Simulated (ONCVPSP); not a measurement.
# Configuration tests for calcium (ONCV)

ONCVPSP 4.0.1 input, shortened (lines: element, Z, core and valence counts, functional; n l f; lmax; l rc ep ncon nbas qcut; lloc lpopt rc5 dvloc0; l nproj debl; icmod fcfact rcfact), LDA (Perdew-Wang 92), scalar-relativistic:

```
  Ca 20.00    5    2  -001012      upf
    1    0    2.00
    2    0    2.00
    2    1    6.00
    3    0    2.00
    3    1    6.00
    4    0    1.00
    4    1    1.00
    3
    0    3.05    0.00    4    8    2.30
    1    3.15    0.00    5    9    2.30
    2    2.75    0.32    3    7    3.00
    3    2.90    0.14    4    9    3.70
    4    5    1.75    6.00
    0    2    2.20
    1    2    0.60
    2    2    2.90
    3    2    2.90
    0    0.00    0.00
```

In the d channel the program set the typed energies aside and used -0.119, 2.781 Ha.

Energies are relative to the spin-unpolarised reference configuration 4s1 4p1; without spin polarisation the order of configurations can differ from experiment.

| valence configuration | charge | ΔE all-electron (eV) | error AE − PS (meV) |
| --- | --- | --- | --- |
| 4s2 4p0 | 0 | -2.489 | +16 |
| 4s1.5 4p0 | +0.5 | 0.075 | +3.7 |

What are ΔE and the potential's error for 4s1 4p0?

ΔE = 3.969 eV all-electron; the error (AE − PS) is +5.1 meV.

What are ΔE and the potential's error for 4s0 4p1?

ΔE = 7.089 eV all-electron; the error (AE − PS) is +63 meV.

Levels in the configuration 4s1 4p0:

```json
{"level": "4s", "all-electron (eV)": "-9.170", "pseudo (eV)": "-9.134"}
```

Note: ghosts flagged at negative energy: p at -397.7 eV, d at -517.9 eV; GHOST(+) flagged for s at 84.8 eV, d at 306.0 eV, d at 471.5 eV. A true bound ghost makes a file unfit for plane-wave use.
